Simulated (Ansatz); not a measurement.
```yaml
crystal:
  periodic: [false, false, false]
  atoms:
    - {symbol: Si, position_ang: [0.005119, -0.006925, -1.028344]}
    - {symbol: I, position_ang: [1.945418, -0.019893, 0.524108]}
    - {symbol: I, position_ang: [-1.950537, 0.026818, 0.504237]}
basis:
  gaussian: {orbitals: def2-TZVP}
total_charge: -1
magnetization: {spin_polarized: false, initial_magnetization: 1}
hamiltonian: {xc: {name: wB97X-V}}
```

```sh
$ ansatz run in.yaml --threads 4 --pin off --events-out ev --progress --plain --max-ram 3916MiB
```

Output, abridged:

```
Functional definition: wB97X-V
1030 factors; their error is unknown
196 factors; integrals over basis functions are off by at most 7.6e-5 eV
mean field evaluation 1: about -24079.5501 eV, gradient 1.5e1 eV
mean field evaluation 2: about -24079.8745 eV, gradient 1.5e1 eV
mean field evaluation 4: about -24080.2142 eV, gradient 6.4e-1 eV
mean field evaluation 8: about -24080.6048 eV, gradient 6.0e-2 eV
mean field evaluation 16: about -24079.9302 eV, gradient 1.5e1 eV
mean field -24080.60484539 eV, -884.9459056480 hartree, gradient 8.8e-5 eV, S^2 0.750000; 0 other end points of the search recorded, 0 dependent functions left out
reference -24080.60484430 eV, -884.9459056079 hartree; 33, 32 occupied and 104, 105 virtual orbitals, 1030 factors
Total energy: -24080.60484430 eV, -884.9459056079 hartree
```

Hardware: 4 threads of Arm Neoverse V2 on a shared host. Wall time 6 s, peak host memory 0.61 GiB.

In the def2 sets I takes a core potential; there is no spin–orbit coupling. The highest occupied level of an anion often lies above zero with these methods, and sets without diffuse functions describe the outer electron poorly.

With spin_polarized false and unpaired electrons the run is restricted open-shell.
